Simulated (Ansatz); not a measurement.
`[CH3][Sn]([CH3])([Cl])[Cl]` + H₂O → `[CH3][Sn]([OH])([Cl])[Cl]` + CH₄ at 500 K and 1 bar (formal hydrolysis of the Sn–C bond).

Isolated molecules relaxed with PBE0-D4/def2-TZVP in Ansatz; ΔE leaves out vibrations. CBS: MP2 limit from def2 TZ/QZ plus the TZ coupled-cluster correction, frozen cores. This one scheme is used for every species. Elements past krypton have def2 core potentials. For Sn outer-core shells are correlated without core-valence functions, which leaves a few kJ/mol of doubt a bond. Each species was taken in one conformer, which may not be the lowest.

| species | CCSD(T)/CBS energy (Eh) | H − E (kJ/mol) | S (J/(mol·K)) |
| --- | --- | --- | --- |
| `[CH3][Sn]([CH3])([Cl])[Cl]` | -1213.41687 | 252.1 | 481.6 |
| H₂O | -76.37941 | 73.2 | 206.3 |
| `[CH3][Sn]([OH])([Cl])[Cl]` | -1249.34724 | 188.6 | 475.9 |
| CH₄ | -40.46206 | 135.6 | 206.8 |

H − E and S are ideal-gas, rigid-rotor, harmonic terms from PBE0-D4/def2-TZVP, for one conformer and one mirror image of each species. 1 Eh = 2625.50 kJ/mol, R = 8.31446 J/(mol·K).

Q: By hand: ΔE, ΔH, ΔS and ΔG.

A: ΔE = (-1249.34724) + (-40.46206) − (-1213.41687) − (-76.37941) = -0.01302 Eh = -34.2 kJ/mol. Δ(H − E) = 188.6 + 135.6 − 252.1 − 73.2 = -1.1, so ΔH = -35.3 kJ/mol. ΔS = 475.9 + 206.8 − 481.6 − 206.3 = -5.2 J/(mol·K). ΔG = -35.3 − 500 × (-5.2)/1000 = -32.7 kJ/mol.

Q: By hand: the equilibrium constant, and the temperature at which ΔG would vanish if ΔH and ΔS stayed fixed.

A: log₁₀ K = −ΔG/(RT ln 10) = 3.4. ΔG = 0 at ΔH/ΔS = 6788 K, far beyond where these terms or the molecules hold.

The number of gas molecules stays the same, so ΔS is small and ΔH decides. A doubt of 5 kJ/mol in ΔE shifts log₁₀ K by 0.5 here. Other conformers and mirror images would add mixing entropy, several J/(mol·K) or more a flexible species. Modes under 60 cm⁻¹, often nearly free rotors, make the harmonic entropy too high. These are equilibria of isolated gas molecules and say nothing of rates. Largest T1 diagnostic: 0.012 (customary marks: 0.02 for closed shells, 0.045 for open ones).
